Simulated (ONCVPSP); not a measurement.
**An all-electron radial function and its pseudo partner (potassium (K))**

Columns: radius, all-electron u(r) and pseudo u(r) of the 3s shell (level -36.30 eV) of potassium in the configuration [Ne] 3s2 3p6 3d0.5 4s0.5; PBEsol, scalar-relativistic, ONCV scheme, ONCVPSP 4.0.1.

```tsv
r (bohr)	all-electron	pseudo
0.200	-0.4194	0.2798
0.400	-0.2571	0.5279
0.600	0.3698	0.7187
0.800	0.8022	0.8370
1.000	0.9705	0.8805
1.200	0.9589	0.8576
1.400	0.8560	0.7850
1.600	0.7204	0.6823
1.800	0.5840	0.5680
2.000	0.4616	0.4567
2.200	0.3583	0.3575
2.400	0.2746	0.2745
2.600	0.2084	0.2084
2.800	0.1570	0.1570
3.000	0.1176	0.1176
3.200	0.0877	0.0877
3.400	0.0651	0.0651
3.600	0.0483	0.0483
3.800	0.0357	0.0357
4.000	0.0263	0.0263
4.200	0.0194	0.0194
4.400	0.0143	0.0143
4.600	0.0105	0.0105
4.800	0.0077	0.0077
5.000	0.0057	0.0057
5.200	0.0042	0.0042
```

(1) How many radial nodes do the two functions have?

(2) At about which radius was the pseudo-wave matched?

(3) Is the pseudo-wave norm-conserving?

## Answers

(1) The all-electron 3s function has n − l − 1 = 2 (the table is too coarse to show those close to the nucleus); the pseudo-wave has 0, since the states of the same l below it are removed with the core.

(2) 2.55 bohr, where the columns begin to agree (steps of 0.20 bohr).

(3) Yes: the ONCV scheme keeps the norm inside the radius equal to the all-electron one, which fixes the energy derivative of the logarithmic derivative at the level.
